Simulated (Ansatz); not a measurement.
Problem. Name a neutral molecule of C, F, Se and H with size of the dipole moment (B3LYP/def2-TZVPP) between 2.10 and 2.40 D and LUMO energy (B3LYP/def2-TZVPP) between -1.00 and -0.70 eV (Ansatz, PBE0-D4/def2-TZVP geometry).

Solution. `C[Se]C(F)(F)F` (2.23 D, -0.72 eV). Other molecules can fit too; these were computed, each in one conformer that needn't be the lowest.

B3LYP here is the variant with VWN-RPA as its local correlation; programs differ in this.
